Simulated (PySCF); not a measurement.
FH3O2Sn, SMILES [OH][SnH]([OH])[F].

Coordinates come from a B3LYP-D3(BJ)/def2-SVP optimisation. The def2 effective core potentials stand for the cores of Sn; spin–orbit coupling is left out. The values are those of a single conformer.

Level of theory: TDDFT-ωB97X/def2-SVPD run with PySCF.

Vertical excitations. Isolated molecule, no solvent.

```
state  energy (eV)  λ (nm)      f                                                                   main pairs
-----  -----------  ------  -----  ---------------------------------------------------------------------------
S1            6.58     188  0.061                                                               HOMO→LUMO 83 %
S2            6.76     183  0.037                                                             HOMO−1→LUMO 82 %
S3            7.64     162  0.175                                                             HOMO−2→LUMO 82 %
S4            7.88     157  0.058                         HOMO−3→LUMO 55 %, HOMO→LUMO+2 11 %, HOMO→LUMO+1 10 %
S5            8.28     150  0.037                                         HOMO→LUMO+1 61 %, HOMO−1→LUMO+1 14 %
S6            8.40     148  0.064        HOMO−4→LUMO 27 %, HOMO−6→LUMO 18 %, HOMO→LUMO+1 17 %, HOMO−3→LUMO 8 %
S7            8.45     147  0.010                                         HOMO−5→LUMO 53 %, HOMO−2→LUMO+1 29 %
S8            8.77     141  0.040  HOMO−1→LUMO+1 25 %, HOMO→LUMO+2 22 %, HOMO−1→LUMO+2 19 %, HOMO−1→LUMO+3 9 %
S9            8.82     141  0.024     HOMO→LUMO+2 23 %, HOMO→LUMO+3 21 %, HOMO−4→LUMO 16 %, HOMO−1→LUMO+2 16 %
S10           8.95     139  0.089  HOMO−1→LUMO+1 34 %, HOMO−1→LUMO+2 21 %, HOMO−4→LUMO 10 %, HOMO−2→LUMO+2 8 %
T1            5.93     209      0                                                               HOMO→LUMO 87 %
T2            6.23     199      0                                                             HOMO−1→LUMO 82 %
T3            6.55     189      0                                                             HOMO−2→LUMO 85 %
T4            6.99     177      0                                                             HOMO−3→LUMO 74 %
```
Triplets are in the Tamm–Dancoff approximation, which puts them higher than full response would, so one can lie above its singlet here.
